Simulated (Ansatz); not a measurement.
Species: C2H6ClGaO2, charge 0, multiplicity 1. 
Structure (B3LYP-D3(BJ)/def2-TZVP (Ansatz, a first-principles code) minimum search):
```xyz
12

C      2.7697    -0.6224     0.2531
O      1.4889    -1.1606    -0.0502
Ga    -0.0035    -0.2137    -0.0485
Cl     0.0312     1.8871     0.4293
O     -1.5253    -1.0212    -0.4439
C     -2.7857    -0.3637    -0.4794
H      3.4319    -0.7733    -0.6030
H      3.1852    -1.1523     1.1138
H      2.7413     0.4462     0.4849
H     -2.7245     0.6945    -0.2095
H     -3.2015    -0.4403    -1.4871
H     -3.4654    -0.8599     0.2176
```

Property: atomisation energy (electronic, to ground-state atoms), in kcal/mol. Cores are frozen in the correlated levels unless marked. UHF or UKS for open shells. Spin-orbit coupling is left out. The frozen core is the preceding noble-gas configuration, with the filled d and f shells of earlier blocks. No relativistic terms. The coupled-cluster limit lacks core correlation, which all-electron functionals hold. CBS marks a two-point X^-3 extrapolation of the correlation energy; Hartree-Fock from the larger set.

| level | program | atomisation energy (kcal/mol) |
|---|---|---|
| HF/def2-TZVPPD | Ansatz | 748.8 |
| HF/def2-QZVPPD | Ansatz | 749.6 |
| B97M-V/def2-TZVPD | Ansatz | 1044.5 |
| B3LYP/def2-TZVPD | Ansatz | 1028.4 |
| PBE0-D3(BJ)/def2-TZVP | Ansatz + dftd3 | 1042.3 |
| PBE0-D3(BJ)/def2-TZVPD | Ansatz + dftd3 | 1042.7 |
| PBE0/def2-QZVPP | Ansatz | 1039.3 |

Task: What does CCSD(T)/CBS(def2-TZVPPD,def2-QZVPPD) (Ansatz) give?

Result: 1050.5 kcal/mol
